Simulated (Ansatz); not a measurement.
C$_{2}$H$_{8}$FNOSi, SMILES `CN[SiH](F)OC`, relaxed with RKS PBE0-D4/def2-TZVP in Ansatz 0.2.0 from a GFN2-xTB geometry. The force threshold is 0.005 eV/Å; the program also tests the step.

Total charge 0; spin multiplicity 1.

Start:

```xyz
14

C     1.658   -1.540   -1.247
N     1.054   -0.819   -0.155
Si   -0.381    0.080   -0.318
F    -0.093    1.277   -1.362
O    -0.605    0.653    1.173
C    -1.514    1.630    1.583
H     1.237   -2.544   -1.371
H     1.489   -0.985   -2.167
H     2.734   -1.631   -1.087
H     1.247   -1.241    0.740
H    -1.567   -0.544   -0.890
H    -1.306    1.865    2.627
H    -1.413    2.535    0.981
H    -2.540    1.264    1.494
```

(1) How much energy does the relaxation release, and in how many steps? (Estimate.)

(2) Which bonds change most? (An estimate is asked.)

(3) Give the relaxed structure. (Estimate.)

## Answers

(1) Computed: 2.40 kcal/mol, in 32 steps, 4 of them rejected.

(2) The calculation gave: Si3–H11 from 1.458 to 1.479 Å; N2–Si3 from 1.702 to 1.685 Å; Si3–O5 from 1.612 to 1.627 Å; O5–C6 from 1.396 to 1.411 Å.

(3) The calculation gave: 
```xyz
14

C     1.553   -1.695   -1.243
N     1.020   -0.882   -0.172
Si   -0.256    0.208   -0.315
F     0.138    1.629   -0.948
O    -0.787    0.494    1.196
C    -1.592    1.586    1.584
H     1.706   -2.729   -0.921
H     0.843   -1.719   -2.073
H     2.502   -1.312   -1.636
H     1.573   -0.874    0.669
H    -1.275   -0.328   -1.243
H    -1.604    1.628    2.674
H    -1.200    2.532    1.198
H    -2.621    1.461    1.230
```
